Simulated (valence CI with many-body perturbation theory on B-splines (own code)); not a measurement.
Hg⁴⁰⁺: E2, M1 decay

Calculated by configuration interaction combined with many-body perturbation theory (CI+MBPT): four valence electrons over a frozen Dirac-Fock core [Kr], radial functions for each j: 7 s, 7 p, 8 d, 6 f, 4 g, 1 h, with the one-electron correlation potential Σ1, the two-electron term Σ2, the three-electron term Σ3, Breit, model QED; selected CI, second order for the rest, scaled by the run's own slope (own B-spline code, finite nucleus).

No measured spectrum was set against this ion. As an estimate, large intervals hold to a few tenths of a per cent, small ones and those within an open d or f shell to about a per cent. The list stops below the first excitations out of the core.

Lines 51 to 100 of 115 in falling wavelength, among levels below 1162800 cm⁻¹, chosen from the decays that carry over 1 % of a level's rate. Wavelengths and rates use the calculated energies. Electric multipoles are in the length gauge, E1 and E2 with the static RPA response of the core. S is in atomic units (e²a₀⁴ for E2 and M2, e²a₀⁶ for E3), for M1 in squared Bohr magnetons. Weak lines are less certain than strong ones. Lines between different terms over intervals too small for the method are left out, as are lines whose strength nearly cancels. The highest levels of a list are the least certain.

Levels are named by their leading jj configuration (3d3/2^4 stands for four electrons in 3d with j = 3/2), which in mixed levels can hold well under half, so a name can repeat and another be missing. Letters in brackets count levels of one name in rising energy.

| λ vac (Å) | Upper | Lower | Type | A (s⁻¹) | S (a.u.) |
| --- | --- | --- | --- | --- | --- |
| 448.1 | (4d3/2^2 4d5/2^2) J=6 | (4d3/2^3 4d5/2) J=4 | E2 | 2.22e+01 | 4.66e-03 |
| 446.4 | (4d3/2 4d5/2^3) J=4 [a] | (4d3/2^2 4d5/2^2) J=4 [a] | M1 | 2.77e+05 | 8.22e+00 |
| 445.5 | (4d3/2 4d5/2^3) J=4 [b] | (4d3/2^2 4d5/2^2) J=4 [c] | M1 | 6.81e+04 | 2.01e+00 |
| 444.9 | (4d3/2^2 4d5/2^2) J=2 [a] | (4d3/2^3 4d5/2) J=1 | M1 | 2.55e+05 | 4.17e+00 |
| 442.7 | (4d3/2^2 4d5/2^2) J=2 [b] | (4d3/2^3 4d5/2) J=3 | M1 | 8.94e+02 | 1.44e-02 |
| 436.2 | (4d3/2 4d5/2^3) J=5 | (4d3/2^2 4d5/2^2) J=5 | M1 | 5.99e+04 | 2.03e+00 |
| 435.5 | (4d3/2 4d5/2^3) J=3 [b] | (4d3/2^2 4d5/2^2) J=2 [b] | M1 | 4.65e+04 | 9.97e-01 |
| 435.3 | (4d3/2 4d5/2^3) J=2 [a] | (4d3/2^2 4d5/2^2) J=3 [b] | M1 | 1.06e+05 | 1.61e+00 |
| 434.6 | (4d5/2^4) J=2 | (4d3/2 4d5/2^3) J=3 [b] | M1 | 4.41e+04 | 6.71e-01 |
| 434.4 | (4d5/2^4) J=4 | (4d3/2 4d5/2^3) J=5 | M1 | 7.09e+04 | 1.94e+00 |
| 434.3 | (4d3/2^2 4d5/2^2) J=3 [b] | (4d3/2^3 4d5/2) J=2 | M1 | 4.00e+03 | 8.49e-02 |
| 428.1 | (4d3/2 4d5/2^3) J=6 | (4d3/2^2 4d5/2^2) J=5 | M1 | 1.01e+05 | 3.82e+00 |
| 427.7 | (4d3/2 4d5/2^3) J=3 [b] | (4d3/2^2 4d5/2^2) J=4 [b] | M1 | 3.49e+04 | 7.08e-01 |
| 427.0 | (4d3/2 4d5/2^3) J=1 [b] | (4d3/2^2 4d5/2^2) J=2 [c] | M1 | 9.51e+04 | 8.24e-01 |
| 425.3 | (4d3/2 4d5/2^3) J=3 [c] | (4d3/2^2 4d5/2^2) J=2 [c] | M1 | 6.77e+04 | 1.35e+00 |
| 423.0 | (4d3/2^2 4d5/2^2) J=3 [b] | (4d3/2^3 4d5/2) J=4 | M1 | 9.45e+04 | 1.86e+00 |
| 422.3 | (4d3/2 4d5/2^3) J=3 [a] | (4d3/2^2 4d5/2^2) J=2 [a] | M1 | 2.51e+05 | 4.91e+00 |
| 421.9 | (4d3/2 4d5/2^3) J=3 [b] | (4d3/2^2 4d5/2^2) J=3 [b] | M1 | 1.02e+05 | 1.98e+00 |
| 421.2 | (4d5/2^4) J=2 | (4d3/2 4d5/2^3) J=2 [a] | M1 | 1.53e+05 | 2.12e+00 |
| 420.8 | (4d3/2^2 4d5/2^2) J=2 [b] | (4d3/2^3 4d5/2) J=2 | M1 | 4.40e+04 | 6.07e-01 |
| 417.4 | (4d3/2^2 4d5/2^2) J=4 [b] | (4d3/2^3 4d5/2) J=4 | M1 | 9.85e+02 | 2.39e-02 |
| 413.9 | (4d3/2^3 4d5/2) J=2 | (4d3/2^4) J=0 | E2 | 1.31e+02 | 7.10e-03 |
| 412.2 | (4d3/2 4d5/2^3) J=2 [a] | (4d3/2^2 4d5/2^2) J=1 | M1 | 4.46e+04 | 5.79e-01 |
| 399.5 | (4d3/2 4d5/2^3) J=5 | (4d3/2^2 4d5/2^2) J=4 [a] | M1 | 3.62e+04 | 9.41e-01 |
| 398.1 | (4d3/2 4d5/2^3) J=2 [b] | (4d3/2^2 4d5/2^2) J=2 [c] | M1 | 1.04e+05 | 1.21e+00 |
| 394.9 | (4d5/2^4) J=4 | (4d3/2 4d5/2^3) J=3 [a] | M1 | 1.82e+05 | 3.74e+00 |
| 393.8 | (4d3/2 4d5/2^3) J=1 [a] | (4d3/2^2 4d5/2^2) J=2 [a] | M1 | 2.24e+05 | 1.52e+00 |
| 389.8 | (4d5/2^4) J=4 | (4d3/2 4d5/2^3) J=4 [a] | M1 | 2.88e+05 | 5.68e+00 |
| 389.8 | (4d3/2 4d5/2^3) J=1 [a] | (4d3/2^2 4d5/2^2) J=0 [a] | M1 | 2.04e+05 | 1.35e+00 |
| 373.0 | (4d5/2^4) J=0 | (4d3/2 4d5/2^3) J=1 [b] | M1 | 5.17e+05 | 9.94e-01 |
| 371.4 | (4d3/2^2 4d5/2^2) J=2 [c] | (4d3/2^3 4d5/2) J=3 | M1 | 1.79e+05 | 1.70e+00 |
| 370.7 | (4d5/2^4) J=2 | (4d3/2 4d5/2^3) J=1 [a] | M1 | 2.11e+05 | 1.99e+00 |
| 366.9 | (4d3/2 4d5/2^3) J=2 [a] | (4d3/2^2 4d5/2^2) J=3 [a] | M1 | 9.67e+04 | 8.86e-01 |
| 362.2 | (4d3/2 4d5/2^3) J=0 | (4d3/2^2 4d5/2^2) J=1 | M1 | 1.94e+05 | 3.41e-01 |
| 360.3 | (4d3/2 4d5/2^3) J=1 [b] | (4d3/2^2 4d5/2^2) J=2 [b] | M1 | 6.94e+03 | 3.61e-02 |
| 357.4 | (4d3/2 4d5/2^3) J=3 [b] | (4d3/2^2 4d5/2^2) J=3 [a] | M1 | 2.89e+04 | 3.42e-01 |
| 355.8 | (4d3/2^2 4d5/2^2) J=2 [c] | (4d3/2^3 4d5/2) J=2 | M1 | 5.86e+04 | 4.90e-01 |
| 353.7 | (4d3/2 4d5/2^3) J=3 [c] | (4d3/2^2 4d5/2^2) J=4 [b] | M1 | 1.11e+04 | 1.28e-01 |
| 352.0 | (4d3/2 4d5/2^3) J=3 [b] | (4d3/2^2 4d5/2^2) J=4 [a] | M1 | 3.33e+04 | 3.77e-01 |
| 350.8 | (4d3/2^2 4d5/2^2) J=4 [c] | (4d3/2^3 4d5/2) J=3 | M1 | 6.17e+04 | 8.89e-01 |
| 348.6 | (4d5/2^4) J=2 | (4d3/2 4d5/2^3) J=3 [a] | M1 | 1.52e+05 | 1.19e+00 |
| 346.4 | (4d3/2^2 4d5/2^2) J=2 [b] | (4d3/2^3 4d5/2) J=1 | M1 | 8.85e+03 | 6.82e-02 |
| 343.6 | (4d3/2 4d5/2^3) J=4 [b] | (4d3/2^2 4d5/2^2) J=3 [b] | M1 | 7.23e+04 | 9.79e-01 |
| 340.7 | (4d3/2 4d5/2^3) J=3 [b] | (4d3/2^2 4d5/2^2) J=2 [a] | M1 | 6.60e+03 | 6.77e-02 |
| 339.5 | (4d3/2 4d5/2^3) J=2 [b] | (4d3/2^2 4d5/2^2) J=2 [b] | M1 | 7.39e+03 | 5.36e-02 |
| 335.7 | (4d3/2 4d5/2^3) J=1 [b] | (4d3/2^2 4d5/2^2) J=1 | M1 | 4.98e+04 | 2.10e-01 |
| 331.2 | (4d3/2 4d5/2^3) J=2 [b] | (4d3/2^2 4d5/2^2) J=3 [b] | M1 | 2.30e+04 | 1.55e-01 |
| 317.6 | (4d3/2 4d5/2^3) J=2 [b] | (4d3/2^2 4d5/2^2) J=1 | M1 | 4.62e+04 | 2.74e-01 |
| 315.4 | (4d3/2 4d5/2^3) J=4 [b] | (4d3/2^2 4d5/2^2) J=5 | M1 | 9.15e+04 | 9.58e-01 |
| 306.7 | (4d3/2^2 4d5/2^2) J=2 [d] | (4d3/2^3 4d5/2) J=3 | M1 | 2.85e+03 | 1.52e-02 |
